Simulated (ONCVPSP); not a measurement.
## phosphorus: excitation energies, all-electron against ONCV

phosphorus, optimised norm-conserving Vanderbilt (ONCV), made with ONCVPSP 4.0.1 (PBE, fully relativistic). Core [Ne], reference 3s2 3p3. Waves: 3s: rc 1.55 bohr, ncon 4, nbas 8, qcut 4.1 1/bohr, 1 projector; 3p: rc 1.40 bohr, ncon 4, nbas 7, qcut 7 1/bohr, 2 projectors, debl 3.2 Ha. Local part: polynomial inside 1.05 bohr (lpopt 5, dvloc0 6 Ha). Core correction: Teter function, fcfact 2.5, rcfact 1.4.

Open shells are filled in proportion to 2j + 1.

Energies are relative to the spin-unpolarised reference configuration 3s2 3p3; without spin polarisation the order of configurations can differ from experiment.

```
valence configuration  charge  ΔE all-electron (eV)  error AE − PS (meV)
              3s2 3p1      +2                28.877                  +14
              3s1 3p0      +4               110.622                 +137
```

**Question.** What are ΔE and the potential's error for 3s2 3p0?

**Answer.** ΔE = 58.616 eV all-electron; the error (AE − PS) is +54 meV.

**Question.** What are ΔE and the potential's error for 3s2 3p2?

**Answer.** ΔE = 9.730 eV all-electron; the error (AE − PS) is +1.9 meV.

Levels in the configuration 3s1 3p0:

| level | all-electron (eV) | pseudo (eV) |
| --- | --- | --- |
| 3s j=1/2 | -58.462 | -58.306 |
